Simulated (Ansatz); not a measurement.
Ansatz (a quantum-chemistry and plane-wave program) input (CAM-B3LYP/def2-TZVPD):

Ansatz 0.2 input:
```yaml
crystal:
  periodic: [false, false, false]
  atoms:
    - {symbol: C, position_ang: [-0.16011550, -1.76559779, 0.07275082]}
    - {symbol: C, position_ang: [0.88619024, -1.26299646, -0.93508592]}
    - {symbol: C, position_ang: [1.78150620, -0.13346826, -0.41227969]}
    - {symbol: C, position_ang: [1.12465471, 1.23260967, -0.24991192]}
    - {symbol: S, position_ang: [-0.29438915, 1.32420972, 0.89002377]}
    - {symbol: C, position_ang: [-1.52905499, 0.43668750, -0.11223599]}
    - {symbol: C, position_ang: [-1.53349308, -1.08750242, 0.02261434]}
    - {symbol: H, position_ang: [0.25139118, -1.65742150, 1.07864905]}
    - {symbol: H, position_ang: [-0.31865902, -2.83656754, -0.07642227]}
    - {symbol: H, position_ang: [0.40195250, -0.95641148, -1.86873542]}
    - {symbol: H, position_ang: [1.53986442, -2.09735269, -1.20036669]}
    - {symbol: H, position_ang: [2.62601326, -0.00680523, -1.09904974]}
    - {symbol: H, position_ang: [2.20530425, -0.44024769, 0.54810666]}
    - {symbol: H, position_ang: [1.84817180, 1.94675039, 0.14676705]}
    - {symbol: H, position_ang: [0.79073323, 1.61714382, -1.21723018]}
    - {symbol: H, position_ang: [-2.49991489, 0.83976301, 0.17789103]}
    - {symbol: H, position_ang: [-1.36211773, 0.73744882, -1.14809210]}
    - {symbol: H, position_ang: [-2.10664276, -1.48639688, -0.82176456]}
    - {symbol: H, position_ang: [-2.08399501, -1.36565211, 0.92475678]}
basis:
  gaussian:
    orbitals: def2-TZVPD
hamiltonian:
  xc: {name: CAM-B3LYP}
output: {forces: true}
```

End of the output:

```
mean field: 3.75 GiB planned
mean field evaluation 1: about -17242.3200 eV, gradient 6.7e1 eV
mean field evaluation 2: about -17240.9645 eV, gradient 7.1e1 eV
mean field evaluation 4: about -17252.6487 eV, gradient 1.7e0 eV
mean field evaluation 8: about -17252.6557 eV, gradient 1.2e-1 eV
mean field evaluation 16: about -17252.6083 eV, gradient 7.4e-4 eV
mean field -17252.60828185 eV, -634.0216601202 hartree, gradient 7.5e-5 eV, S^2 0.000000; 0 other end points of the search recorded, 0 dependent functions left out
the calculation of the forces begins
reference -17252.60845429 eV, -634.0216664571 hartree; 32, 32 occupied and 344, 344 virtual orbitals, 1952 factors
Total energy: -17252.60845429 eV, -634.0216664571 hartree
Atom 0 at    -0.160115    -1.765598     0.072751 Å, force    -0.017396     0.069934    -0.063472 eV/Å
Atom 1 at     0.886190    -1.262996    -0.935086 Å, force    -0.012577     0.040721     0.093419 eV/Å
Atom 2 at     1.781506    -0.133468    -0.412280 Å, force    -0.080386     0.013275    -0.018123 eV/Å
Atom 3 at     1.124655     1.232610    -0.249912 Å, force    -0.103254    -0.055436     0.101975 eV/Å
Atom 4 at    -0.294389     1.324210     0.890024 Å, force     0.020038    -0.116801    -0.270551 eV/Å
Atom 5 at    -1.529055     0.436688    -0.112236 Å, force     0.120599     0.002373     0.114865 eV/Å
Atom 6 at    -1.533493    -1.087502     0.022614 Å, force     0.074839     0.052207    -0.013461 eV/Å
Atom 7 at     0.251391    -1.657422     1.078649 Å, force    -0.006111    -0.011920    -0.024355 eV/Å
Atom 8 at    -0.318659    -2.836568    -0.076422 Å, force     0.004506     0.031502     0.003088 eV/Å
Atom 9 at     0.401952    -0.956411    -1.868735 Å, force     0.012556    -0.012677     0.018264 eV/Å
Atom 10 at     1.539864    -2.097353    -1.200367 Å, force    -0.019041     0.024080     0.010616 eV/Å
Atom 11 at     2.626013    -0.006805    -1.099050 Å, force    -0.033806    -0.004247     0.027513 eV/Å
Atom 12 at     2.205304    -0.440248     0.548107 Å, force    -0.006931     0.004897    -0.027308 eV/Å
Atom 13 at     1.848172     1.946750     0.146767 Å, force    -0.017073    -0.024557    -0.018092 eV/Å
Atom 14 at     0.790733     1.617144    -1.217230 Å, force     0.014737    -0.008306     0.037881 eV/Å
Atom 15 at    -2.499915     0.839763     0.177891 Å, force     0.027353    -0.017650    -0.012359 eV/Å
Atom 16 at    -1.362118     0.737449    -1.148092 Å, force    -0.010336    -0.006758     0.035141 eV/Å
Atom 17 at    -2.106643    -1.486397    -0.821765 Å, force     0.017339     0.014223     0.031672 eV/Å
Atom 18 at    -2.083995    -1.365652     0.924757 Å, force     0.014943     0.005140    -0.026711 eV/Å
Dipole moment:     0.052594    -0.205863    -0.310434 e Å
```
